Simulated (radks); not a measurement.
Task: The nickel ion Ni11+, configuration [Ne] 3s2 3p5. Method: Dirac Kohn-Sham, LDA (Slater exchange, Perdew-Wang correlation), spin-unpolarised, spherical densities, finite nucleus; open shells fill j = l - 1/2 first; Fermi nuclear charge, rms radius 3.7757 fm; computed with a radial shooting solver on a logarithmic mesh with Libxc functionals. Some entries of the table are withheld. Estimate them.

orbital,occ.,eigenvalue (hartree),r(max) (bohr)
1s1/2,2,-312.5823,0.03546
2s1/2,2,-47.56732,(1)
2p1/2,2,-43.03491,(2)
2p3/2,4,-42.39126,(3)
3s1/2,2,-13.91358,(4)
3p1/2,2,-12.47996,(5)
3p3/2,3,-12.36413,(6)
3d3/2,0,-10.09853,0.5129
3d5/2,0,-10.07891,0.5143
4s1/2,0,(7),1.333

Result: 
(1) 2s1/2 r(max) (bohr): 0.2048
(2) 2p1/2 r(max) (bohr): 0.1629
(3) 2p3/2 r(max) (bohr): 0.1656
(4) 3s1/2 r(max) (bohr): 0.6037
(5) 3p1/2 r(max) (bohr): 0.5922
(6) 3p3/2 r(max) (bohr): 0.5979
(7) 4s1/2 eigenvalue (hartree): -6.22544
